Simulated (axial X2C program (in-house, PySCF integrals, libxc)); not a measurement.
## Bond lengths and stretching modes, held linear, of ClMoCl

Calculated with an axial X2C code built on PySCF integrals: two-component X2C with atomic mean-field Coulomb and Gaunt terms, Gaussian nuclei, basis Cl dyall-av3z, Mo dyall-v3z with contracted cores. Spin-free rows use the one-electron spin-free X2C Hamiltonian.

Masses Cl 34.969, Mo 97.905, Cl 34.969 u. States: 2c Ω = 1 (beyond evenly filled blocks: ω = -3/2, ω = 5/2); spin-free M_S = 2, Λ = 1 (beyond evenly filled blocks: σα, π+α, δ+α, δ-α).

TPSSh, 2c: energies above the lowest point

```json
{"r(Cl–Mo) (Å)": "2.2308", "r(Mo–Cl) (Å)": "2.2308", "E (meV)": "64.52"}
{"r(Cl–Mo) (Å)": "2.2308", "r(Mo–Cl) (Å)": "2.2880", "E (meV)": "29.56"}
{"r(Cl–Mo) (Å)": "2.2308", "r(Mo–Cl) (Å)": "2.3452", "E (meV)": "43.12"}
{"r(Cl–Mo) (Å)": "2.2880", "r(Mo–Cl) (Å)": "2.2308", "E (meV)": "29.56"}
{"r(Cl–Mo) (Å)": "2.2880", "r(Mo–Cl) (Å)": "2.2880", "E (meV)": "0.00"}
{"r(Cl–Mo) (Å)": "2.2880", "r(Mo–Cl) (Å)": "2.3452", "E (meV)": "18.33"}
{"r(Cl–Mo) (Å)": "2.2880", "r(Mo–Cl) (Å)": "2.4024", "E (meV)": "74.13"}
{"r(Cl–Mo) (Å)": "2.3452", "r(Mo–Cl) (Å)": "2.2308", "E (meV)": "43.12"}
{"r(Cl–Mo) (Å)": "2.3452", "r(Mo–Cl) (Å)": "2.2880", "E (meV)": "18.33"}
{"r(Cl–Mo) (Å)": "2.3452", "r(Mo–Cl) (Å)": "2.3452", "E (meV)": "40.87"}
{"r(Cl–Mo) (Å)": "2.4024", "r(Mo–Cl) (Å)": "2.2880", "E (meV)": "74.13"}
{"r(Cl–Mo) (Å)": "2.4024", "r(Mo–Cl) (Å)": "2.4024", "E (meV)": "163.16"}
```

Question: Fit a quadratic surface with cubic terms in each bond: where is the minimum, and what are the two stretching wavenumbers?

Answer: At TPSSh, 2c: bonds 2.293 and 2.293 Å; harmonic stretches 348.0 and 416.1 cm⁻¹; force constants 2.29, 2.29 and coupling 0.21 mdyn/Å.

The other levels and Hamiltonians give:

```tsv
Hamiltonian	level	r(Cl–Mo) (Å)	r(Mo–Cl) (Å)	lower stretch (cm⁻¹)	upper stretch (cm⁻¹)
2c	PBE0	2.285	2.285	350.8	419.4
2c	HF	2.358	2.358	329.9	394.8
2c	MP2	2.271	2.271	358.5	426.5
spin-free	PBE0	2.285	2.285	351.0	419.7
spin-free	HF	2.358	2.358	330.0	395.1
spin-free	TPSSh	2.292	2.292	348.1	416.4
spin-free	MP2	2.271	2.271	358.7	426.8
```

Each state is one determinant, the lowest of a limited PBE0 search; the stretches come from a fit to these few points and carry an uncertainty of a few per cent. Other orders of the atoms were not compared. MP2 freezes inner shells (threshold -2 hartree). The molecule was held linear; bending was not examined, so a bent shape may lie lower. Open-shell Ω = 0 determinants with evenly filled partner blocks cannot be reached by this program, so the Ω shown need not be the lowest component. Note: functional without a current term on a determinant with orbital currents, of the molecule or an atom. Note: several unpaired electrons, one determinant need not be a pure state.
